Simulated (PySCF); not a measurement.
## Electron correlation in Ga (gallium, neutral)

[Ar] 3d10 4s2 4d1, 2D determinant (an excited configuration). All numbers are calculated (PySCF 2.14, a scalar-relativistic core potential, in aug-cc-pwCVTZ-PP with ECP10MDF (8s7p6d4f1g, 96 functions)). Frozen: 3s2 3p6 3d10; 3 electrons correlated.

MP2 pair energies summed by pair of shells (mhartree):

```
 pair  energy  share (%)
4s-4s  -27.20       82.0
4s-4d   -5.96       18.0
```

Total MP2 correlation energy: -33.16 mhartree.

Same-spin part -2.18 and opposite-spin part -30.98 mhartree; SCS-MP2 scales them by 1/3 and 6/5 to -37.91 mhartree.
